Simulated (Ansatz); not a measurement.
Consider the formal exchange of groups at the Si–O bond: `B[SiH](C)OC` + `CCC` → `B[SiH2]C` + `COC(C)C`.

Computed with Ansatz on PBE0-D4/def2-TZVP structures; ΔE is electronic, products minus reactants. CBS: MP2 limit from def2 TZ/QZ plus the TZ coupled-cluster correction, frozen cores. DFT in def2-TZVPP. HSE06 is defined as in plane-wave codes. Each species was taken in one conformer, which may not be the lowest.

`B[SiH](C)OC`:

Cartesian coordinates in Å:
```
B -1.222 -1.523 1.489
Si -0.546 -0.100 0.250
C 0.525 1.150 1.149
O 0.272 -0.802 -1.004
C 0.741 -0.070 -2.108
H -1.852 -1.207 2.458
H -1.037 -2.691 1.315
H -1.725 0.643 -0.311
H 0.863 1.937 0.470
H 1.408 0.678 1.588
H -0.044 1.624 1.953
H 1.106 -0.772 -2.860
H 1.566 0.597 -1.830
H -0.055 0.536 -2.559
```

`CCC`:

Z-matrix (Å, degrees):
```
C
C 1 1.519
H 1 1.094 2 111.1
H 1 1.094 2 111.1 3 119.5
H 1 1.093 2 111.7 3 -120.3
C 2 1.519 1 112.7 3 -59.7
H 2 1.095 1 109.5 3 178.2
H 2 1.095 1 109.5 3 62.4
H 6 1.094 2 111.0 1 59.7
H 6 1.093 2 111.7 1 -180.0
H 6 1.094 2 111.1 1 -59.7
```

`B[SiH2]C`:

Z-matrix (Å, degrees):
```
Si
C 1 1.876
B 1 2.010 2 116.0
H 1 1.496 2 109.7 3 -120.9
H 1 1.495 2 109.8 3 122.6
H 2 1.092 1 110.7 3 -60.3
H 2 1.092 1 110.7 3 59.3
H 2 1.092 1 111.2 3 179.5
H 3 1.197 1 119.3 2 177.5
H 3 1.197 1 123.7 2 -3.1
```

`COC(C)C`:

Z-matrix (Å, degrees):
```
C
O 1 1.399
H 1 1.091 2 107.3
H 1 1.097 2 112.7 3 119.1
H 1 1.100 2 111.4 3 -118.8
C 2 1.415 1 114.4 3 172.4
C 6 1.512 2 106.5 1 -165.6
C 6 1.519 2 112.1 1 71.7
H 6 1.103 2 108.3 1 -48.3
H 7 1.092 6 110.7 2 177.9
H 7 1.093 6 110.1 2 -62.2
H 7 1.091 6 110.5 2 57.4
H 8 1.092 6 110.3 2 178.6
H 8 1.092 6 112.0 2 -61.7
H 8 1.093 6 110.0 2 59.0
```

Task: Is it downhill or uphill in electronic energy at CCSD(T)/CBS, and by how much? (An estimate is asked.)

Result: The calculation gave: Uphill: ΔE = +35.1 kcal/mol.

Task: What do these levels give: HSE06-D4, CAM-B3LYP-D4, revPBE, r2SCAN0, MP2/def2-SVP, MP2/def2-TZVPP? (An estimate is asked.)

Result: Ansatz gave: HSE06-D4 33.6, CAM-B3LYP-D4 35.0, revPBE 33.2, r2SCAN0 34.9, MP2/def2-SVP 31.3, MP2/def2-TZVPP 36.0 kcal/mol.

Largest T1 diagnostic among the species: 0.011.

In def2-TZVPP, CCSD(T) changes the Hartree–Fock value by −2.5 kcal/mol (the triples alone add −0.6 kcal/mol) and MP2 by −0.9 kcal/mol. At CCSD(T), def2-SVP lies −5.8 kcal/mol from the extrapolated value and def2-TZVPP −0.8 kcal/mol. Leaving LDA and LC-ωPBE aside and taking each functional with its dispersion term where it has one, the values, not all of them listed here, spread over 3.9 kcal/mol, from revPBE-D4 to BHLYP-D4. LDA lies −2.2 kcal/mol from PBE without D4.
